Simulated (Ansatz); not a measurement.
C2H6ClNSi can be A, `C=C[SiH](N)Cl`, or B, `N=C([SiH3])CCl`.

Computed with Ansatz on PBE0-D4/def2-TZVP structures; ΔE is electronic, products minus reactants. CCSD(T)/CBS adds triple-zeta CCSD(T) − MP2 to the extrapolated MP2 energy (def2 sets, frozen cores). Functionals use def2-TZVPP. Each species was taken in one conformer, which may not be the lowest.

A:

Z-matrix (Å, degrees):
```
Si
C 1 1.850
Cl 1 2.077 2 107.5
N 1 1.703 2 108.9 3 -124.7
H 1 1.480 2 113.8 3 116.1
C 2 1.329 1 125.0 3 -1.3
H 2 1.090 1 116.5 3 178.8
H 4 1.008 1 120.1 2 48.9
H 4 1.007 1 120.2 2 -166.0
H 6 1.086 2 121.5 1 -0.0
H 6 1.086 2 121.9 1 -179.9
```

B:

Z-matrix (Å, degrees):
```
Si
C 1 1.904
H 1 1.482 2 109.0
H 1 1.489 2 109.6 3 -119.7
H 1 1.482 2 109.0 3 120.9
C 2 1.505 1 118.1 3 121.7
N 2 1.264 1 115.4 3 -58.4
Cl 6 1.774 2 113.9 1 179.8
H 6 1.092 2 110.0 1 -59.5
H 6 1.092 2 110.0 1 58.9
H 7 1.027 2 111.0 1 -179.8
```

Q: Which is lower in electronic energy at CCSD(T)/CBS, and by how much? (An estimate is asked.)

A: Computed: A, by 281.0 kJ/mol.

Q: Give E(B) − E(A) in kJ/mol with PBE-D4, CCSD(T)/def2-TZVPP, PBE0-D4, HF/def2-TZVPP, r2SCAN-D4, CCSD/def2-TZVPP, ωB97M-V. (Estimate.)

A: The calculation gave: PBE-D4 256.1, CCSD(T)/def2-TZVPP 271.7, PBE0-D4 269.8, HF/def2-TZVPP 289.6, r2SCAN-D4 275.5, CCSD/def2-TZVPP 276.3, ωB97M-V 279.4. None reverses the order clearly.

Largest T1 diagnostic: 0.012.

From PBE to PBE0 (25 % exact exchange), in def2-TZVPP and without D4, E(B) − E(A) moves by +13.7 kJ/mol. In def2-TZVPP, CCSD(T) changes the Hartree–Fock value by −18.0 kJ/mol (the triples alone add −4.7 kJ/mol) and MP2 by −6.2 kJ/mol.
